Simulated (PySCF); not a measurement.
I²⁺ (iodine, charge +2): PBE calculation

Configuration: [Kr] 4d10 5s2 5p3, high-spin 4S determinant. Calculation: PySCF 2.14, in x2c-QZVPPall with one added diffuse shell each of s, p, d, f type (14s10p8d5f1g, 128 functions); the spin-free X2C one-electron Hamiltonian (Gaussian nucleus).

* Total energy: -7114.16 hartree
* One-electron energy: -9714.15 hartree
* Hartree (Coulomb) energy: 2782.22 hartree
* Exchange-correlation energy: -182.23 hartree
* ⟨S²⟩: 3.7506
* ⟨L²⟩: 0.000
* Sum of ⟨r⟩: 32.04 bohr
* Sum of ⟨r²⟩: 41.60 bohr²
* Langevin diamagnetic susceptibility: -32.9 ×10⁻⁶ cm³/mol

```
shell  electrons  mean orbital energy (hartree)  rms radius, mean of both spins (bohr)
 1s α          1                    -1210.45763                                 0.0311
 1s β          1                    -1210.45338                                 0.0311
 2s α          1                     -187.67106                                  0.127
 2s β          1                     -187.66920                                  0.127
 2p α          3                     -168.65733                                  0.113
 2p β          3                     -168.65381                                  0.113
 3s α          1                      -38.48615                                  0.336
 3s β          1                      -38.48247                                  0.336
 3p α          3                      -32.30827                                  0.336
 3p β          3                      -32.30405                                  0.336
 3d α          5                      -22.99052                                  0.314
 3d β          5                      -22.98652                                  0.314
 4s α          1                       -7.37355                                  0.787
 4s β          1                       -7.36472                                  0.787
 4p α          3                       -5.43349                                  0.845
 4p β          3                       -5.42414                                  0.845
 4d α          5                       -2.59304                                  0.993
 4d β          5                       -2.57766                                  0.993
 5s α          1                       -1.35754                                   1.99
 5s β          1                       -1.26622                                   1.99
 5p α          3                       -0.93665                                   2.33
```

Densities and radii are taken from the X2C orbitals without a picture-change correction, which distorts them close to the nucleus.
